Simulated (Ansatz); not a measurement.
Species: sum formula AlOCl2H, charge 0, multiplicity 1. SMILES: [OH][Al]([Cl])[Cl]
Structure (B3LYP-D3(BJ)/def2-TZVP (Ansatz, a program for electronic structure) minimum search):
```xyz
5

O     -1.9343    -0.6046    -0.1661
Al    -0.3350    -0.1053    -0.0291
Cl     1.2387    -1.2612    -0.7676
Cl     0.0571     1.7102     0.9021
H     -2.1996    -1.4271    -0.5810
```
Charge 0, spin multiplicity 1.

Wanted: vertical triplet-singlet gap (E(triplet) - E(singlet); each state is the SCF solution reached for its spin; for the triplet the Hartree-Fock reference is unstable and T1 is 0.036), in kcal/mol. Valence correlation only, unless marked. Open shells are spin-unrestricted. Spin-orbit coupling is left out. No relativistic terms. Basis-set limits of correlation are two-point, X^-3; Hartree-Fock from the larger set.

```tsv
level	program	vertical triplet-singlet gap (kcal/mol)
RI-HF/aug-cc-pV(T+d)Z	Ansatz	146.4
RI-HF/aug-cc-pV(Q+d)Z	Ansatz	146.4
PBE/def2-TZVPD	Ansatz	133.5
r2SCAN/def2-TZVPD	Ansatz	144.1
B3LYP/def2-TZVPD	Ansatz	146.4
PBE0/def2-TZVPD	Ansatz	150.1
CAM-B3LYP/def2-TZVPD	Ansatz	158.6
RI-MP2/aug-cc-pV(Q+d)Z	Ansatz	177.2
RI-MP2/CBS(aug-cc-pV(T+d)Z,aug-cc-pV(Q+d)Z)	Ansatz	178.2
CCSD/aug-cc-pV(D+d)Z	Ansatz	167.1
CCSD/aug-cc-pV(T+d)Z	Ansatz	168.2
CCSD(T)/aug-cc-pV(D+d)Z	Ansatz	165.0
CCSD(T)/aug-cc-pV(T+d)Z	Ansatz	166.3
CCSD(T)/aug-cc-pV(Q+d)Z	Ansatz	168.3
```
